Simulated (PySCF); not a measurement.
A search over the determinants of TeC

Unrestricted PBE0; basis Te aug-cc-pVDZ-PP with ECP28, C aug-cc-pVDZ; scalar-relativistic core potentials; PySCF 2.14. Outer shells of the fragments: Te 4d10 5s2 5p4; C 2s2 2p2.

Followed along the bond (rough minima from three points):

```
2Ms+1    unpaired  ⟨S²⟩ at the start  R at minimum (Å)  Te (eV)
    1        none               0.00              1.90     0.00
    3        π ↑↑               2.01              2.10     2.10
    5  σ ↑, π ↑↑↑               6.01  none in the scan   ≤ 3.47
```

Solutions found at the starting distance of 2.030 Å, counted from the lowest of them; the search is not exhaustive and high or unbound solutions are not listed, so other states can lie among these:

```
2Ms+1    unpaired   term  E (eV)  ⟨S²⟩  ⟨Lz²⟩  μ (D)
    1        none    ¹Σ⁺    0.00  0.00   0.00  -2.13
    3        π ↑↑  mixed    1.90  2.01   2.01  -2.44
    3    σ ↑, π ↑     ³Π    1.96  2.21   1.01  -0.98
    3        π ↑↑  mixed    2.39  2.01   2.01  -2.10
    1    σ ↓, π ↑  mixed    2.48  1.01   1.03  -1.26
    1        π ↑↓  mixed    2.50  1.01   2.01  -1.97
    5  σ ↑, π ↑↑↑     ⁵Π    3.30  6.01   1.00  -1.31
    5      π ↑↑↑↑    ⁵Σ⁺    4.19  6.01   0.00  -4.06
    3  σ ↑, π ↑↑↓  mixed    4.27  3.01   3.02  -1.76
    1  σ ↓, π ↑↑↓  mixed    4.41  2.02   3.02  -1.72
    1      π ↑↑↓↓  mixed    5.02  2.01   4.03  -4.00
    3        σ ↑↑  mixed    5.35  2.41   0.00   0.63
    3    σ ↑, π ↑     ³Π    5.59  2.01   1.01  -0.57
    5  σ ↑↑, π ↑↑  mixed    6.54  6.04   2.01   0.37
```

A term symbol is given only where ⟨S²⟩ and ⟨Lz²⟩ are close to those of a pure state; real π, δ and φ orbitals otherwise mix terms. A positive dipole means Te(−)C(+).

Task: Compare the gap between the two lowest followed solutions at the starting distance with the gap between their minima.

Result: At PBE0 the second solution (triplet, unpaired electrons π ↑↑) lies +1.90 eV from the first (singlet, closed shell) at 2.030 Å and +2.10 eV at the minima; the two curves relax by different amounts, since their minima lie near 2.10 and 1.90 Å.

Spin–orbit coupling is left out. Counting both spins, an empty level lies below a filled one in some of these solutions, because spin and occupation are held.
